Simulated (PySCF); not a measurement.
Isomers of C4H12GeO, from PBE0-D3(BJ)/def2-SVP geometry optimisation, gas phase (PySCF). One conformer each, no zero-point energy, no frequencies.

Question: Which is lower in electronic energy at this level?
A. `[CH3:1][CH2:2][CH2:3][O:4][GeH2:5][CH3:6]` with C1–C2–C3–O4 -60°, C2–C3–O4–Ge5 178°, C3–O4–Ge5–C6 180°: A = 5653, B = 976.3, C = 888.8 MHz, dipole 0.94 D
B. `[CH3:1][O:2][GeH2:3][CH:4]([CH3:5])[CH3:6]` with C1–O2–Ge3–C4 180°, O2–Ge3–C4–C5 -64°: A = 3522, B = 1476, C = 1378 MHz, dipole 0.79 D

Answer: A. That is `[CH3][GeH2][O]CCC`, 6.0 kcal/mol below the other.

```tsv
SMILES	mapped SMILES	E (Eh)	relative (kcal/mol)	relative (kJ/mol)	dipole (D)
CCC[O][GeH2][CH3]	[CH3:1][CH2:2][CH2:3][O:4][GeH2:5][CH3:6]	-2310.92908	0.0	0.0	0.94
C[O][GeH2][CH](C)C	[CH3:1][O:2][GeH2:3][CH:4]([CH3:5])[CH3:6]	-2310.91944	6.0	25.3	0.79
```
